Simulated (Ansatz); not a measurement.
CH4F2OSi (`FCO[SiH2]F`) at its PBE0-D4/def2-TZVP geometry, where that method's forces vanish. Total charge 0; spin multiplicity 1.

```xyz
9

F     0.0141   -1.2130    1.5222
C     0.7227   -0.0903    1.1663
O    -0.0166    0.6944    0.3115
Si   -0.7144    0.2426   -1.1010
F     0.3932   -0.3992   -2.0535
H     0.9213    0.4817    2.0750
H     1.6504   -0.4302    0.6946
H    -1.7630   -0.7773   -0.9060
H    -1.2078    1.4912   -1.7092
```

Question: What forces (eV/Å) does PBE-D4/def2-TZVPP give on these atoms in Ansatz 0.2.0? (Estimate.)

Answer: Computed: 
```
F1  -0.358 -0.646  0.234
C2   0.341  0.165  0.061
O3  -0.093  0.556  0.079
Si4 -0.435  0.064 -0.043
F5   0.432 -0.266 -0.415
H6   0.068  0.157  0.223
H7   0.247 -0.069 -0.110
H8  -0.140 -0.123  0.025
H9  -0.062  0.162 -0.055
```
